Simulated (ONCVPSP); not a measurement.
**lithium ONCV: all-electron and pseudo phase curves**

| Quantity | Value |
| --- | --- |
| Element | lithium |
| Generator | ONCVPSP 4.0.1 |
| Type | optimised norm-conserving Vanderbilt (ONCV) |
| Functional | BLYP |
| Relativity | scalar-relativistic |
| Frozen core | none |
| Valence charge | 3 |
| Reference configuration | 1s2 2s1 |
| Partial waves | 1s+2s: rc 1.20 bohr, ncon 4, nbas 8, qcut 9 1/bohr, 2 projectors; p scattering state at 0.11 Ha: rc 1.25 bohr, ncon 4, nbas 7, qcut 5.3 1/bohr, 2 projectors, debl 1.3 Ha |
| Local potential | polynomial inside 1.10 bohr (lpopt 5, dvloc0 0 Ha) |
| Core correction | none |

The phase is arctan(r·R′/R) of the radial function R(r), unwrapped; energies in Ha, scanned from -3 to 5 Ha. A pole is an energy at which the radial function vanishes at the test radius. The pseudo phase is shifted by a multiple of π to meet the all-electron one at the reference energy, and phase errors are pseudo minus all-electron; the curves can meet again beyond the range given. Levels narrower than the energy grid can be missing from the lists of poles.

Question: For each channel, where are the poles, and over which energies does the pseudopotential scatter like the atom?

Answer:

| channel | radius (bohr) | reference energy (Ha) | poles, all-electron | poles, pseudo | unbroken range about the reference energy with phases within 0.05 rad | phase error 1 Ha above the reference energy (rad) |
| --- | --- | --- | --- | --- | --- | --- |
| s | 1.22 | -0.10 | -1.52 | -1.52 | the whole range | +0.000 |
| p | 1.27 | 0.11 | 3.97 | 3.97 | the whole range | +0.000 |

Phases in the s channel:

```
E (Ha)  all-electron  pseudo
 -2.98         0.690   0.690
 -2.76         0.475   0.475
 -2.54         0.109   0.109
 -2.32        -0.437  -0.437
 -2.10        -0.953  -0.953
 -1.88        -1.282  -1.282
 -1.66        -1.480  -1.480
 -1.44        -1.611  -1.611
 -1.22        -1.708  -1.708
 -1.00        -1.787  -1.787
 -0.78        -1.857  -1.857
 -0.56        -1.923  -1.923
 -0.34        -1.990  -1.990
 -0.12        -2.061  -2.061
  0.10        -2.140  -2.140
  0.32        -2.230  -2.230
  0.54        -2.337  -2.337
  0.76        -2.466  -2.465
  0.98        -2.621  -2.620
  1.20        -2.805  -2.805
  1.42        -3.017  -3.015
  1.64        -3.241  -3.239
  1.86        -3.460  -3.457
  2.08        -3.656  -3.653
  2.30        -3.822  -3.819
  2.52        -3.958  -3.954
  2.74        -4.068  -4.064
  2.96        -4.157  -4.154
  3.18        -4.230  -4.227
  3.40        -4.291  -4.288
  3.62        -4.342  -4.339
  3.84        -4.386  -4.383
  4.06        -4.423  -4.420
  4.28        -4.456  -4.453
  4.50        -4.485  -4.481
  4.72        -4.511  -4.507
  4.94        -4.534  -4.530
```
